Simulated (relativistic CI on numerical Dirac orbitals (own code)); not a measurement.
**How well does a small relativistic CI reproduce Mo⁵⁺?**

Calculated at this level of theory: Dirac-Coulomb-Breit CI, separate exchange-only KLI orbitals for each configuration, model QED, valence Slater integrals scaled by 0.85, P86 correlation estimate, and configurations built on the next ion tied to the tabulated ionisation energy (semi-empirical) (own radial code, finite nucleus).

Configuration list (outside the closed core [Ar] 3d10): 4s²4p⁶4d, 4s²4p⁶5s, 4s²4p⁶5p, 4s²4p⁶5d, 4s²4p⁶6s, 4s²4p⁶4f, 4s²4p⁶5f, 4s²4p⁵4d², 4s²4p⁴4d³, 4s²4p⁶6p, 4s4p⁶4d², 4s²4p⁵4d4f, 4s²4p⁶6d, 4s²4p⁶5g, 4s²4p⁶6f, 4s²4p⁵4d5s, 4s²4p⁵4d5p, 4s4p⁶4d4f, 4p⁶4d³, 4s²4p⁴4d4f², 4s²4p⁵4d5d, 4s²4p⁵5s², 4s²4p⁵4d6s. Levels of other configurations are missing.

| Configuration | Term (tabulated) | J | Measured (cm⁻¹) | Computed | Error | Purity (%) |
| --- | --- | --- | --- | --- | --- | --- |
| 4s²4p⁶4d | 2D | 3/2 | 0.0 | 0 | 0 | 98 |
| 4s²4p⁶4d | 2D | 5/2 | 2584.3 | 2500 | -85 | 98 |
| 4s²4p⁶5s | 2S | 1/2 | 119727.3 | 122185 | 2458 | 99 |
| 4s²4p⁶5p | 2P° | 1/2 | 182405.5 | 184889 | 2484 | 99 |
| 4s²4p⁶5p | 2P° | 3/2 | 187882.8 | 189621 | 1738 | 99 |
| 4s²4p⁶4f | 2F° | 5/2 | 267048.8 | 275514 | 8465 | 90 |
| 4s²4p⁶4f | 2F° | 7/2 | 267458.4 | 275835 | 8376 | 91 |
| 4s²4p⁶6s | 2S | 1/2 | 313809.1 | 315950 | 2141 | 100 |
| 4s²4p⁶5f | 2F° † | 5/2 | 365106.6 | 374539 | 9432 | 59 |
| 4s²4p⁶5f | 2F° † | 7/2 | 368206.3 | 375247 | 7041 | 74 |
| 4s²4p⁶5g | 2G | 7/2 | 395184.6 | 396170 | 985 | 100 |
| 4s²4p⁶5g | 2G | 9/2 | 395186.7 | 396172 | 986 | 100 |
| 4s²4p⁵4d5s | 4P° † | 5/2 | 426490.0 | 451226 | 24736 | 88 |
| 4s²4p⁵4d5s | 4D° † | 7/2 | 448050.0 | 472185 | 24135 | 66 |
| 4s²4p⁵4d5s | 4D° † | 1/2 | 454863.0 | 480025 | 25162 | 93 |

Measured levels from Sugar and Musgrove, J. Phys. Chem. Ref. Data 17, 155 (1988); pairs were made by configuration, J and term (by order where the table uses no LS term), so strongly mixed levels may be paired wrongly.

Mean error by configuration (cm⁻¹): 4s²4p⁶4d -85; 4s²4p⁶5s 2458; 4s²4p⁶5p 2111; 4s²4p⁶4f 8421; 4s²4p⁶6s 2141; 4s²4p⁶5g 985. Over the excited levels the mean absolute error is 3080 cm⁻¹ (14 of the 23 excited levels that our extract of the source holds in range could be paired, and the others can miss by more), and the median relative error of those above 1,000 cm⁻¹ is 1.4 %. † marks terms whose computed intervals miss the measured ones by more than a factor of 2.5, or configurations far off the rest, from wrong mixing, a near crossing or a doubtful label or measurement; they are left out of the means.
